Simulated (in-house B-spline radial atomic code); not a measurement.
A run on neutral terbium that did not converge. Method: scalar-relativistic (X2C) LC-wPBE, spin-polarised, spherical fractional occupations, Fermi nucleus of rms radius 5.06 fm; computed with an all-electron radial atomic-structure program (B-spline basis).

Command:
```bash
python run_scf.py task.json out
```
Settings (nuclear radius in fm, mass in u):
```
Z                65
configuration    [Xe] 4f9 6s2
hamiltonian      x2c
method           lc_wpbe
spin_polarised   True
nucleus          fermi
rms_radius       5.06
atomic_mass      158.92535
speed_of_light   137.035999084
```

First and last ten iterations of the last attempt (damped for 15 steps, keeping 80 % of the old Fock matrix, then DIIS):
```
 iter        energy (Eh)    residual
    1      -11663.419797    6.98e-01
    2      -11669.117752    1.22e+00
    3      -11688.207848    7.87e-01
    4      -11698.422218    4.93e-01
    5      -11703.550402    3.11e-01
    6      -11705.956793    2.10e-01
    7      -11707.022226    1.41e-01
    8      -11707.482231    9.29e-02
    9      -11707.687421    6.69e-02
   10      -11707.787316    5.21e-02
  111      -11706.320693    1.19e-01
  112      -11706.322072    1.19e-01
  113      -11706.321980    1.19e-01
  114      -11706.321581    1.19e-01
  115      -11706.320982    1.19e-01
  116      -11706.323303    1.19e-01
  117      -11706.330596    1.19e-01
  118      -11706.321500    1.19e-01
  119      -11706.321637    1.19e-01
  120      -11707.912222    1.37e-02
 not converged after 120 iterations
```

The smallest residual met was 1.3e-02; the threshold is about 6e-07. No energy from this run should be used. Time taken, with all properties: 110 s on 1 thread of Arm Neoverse V2 (shared host).
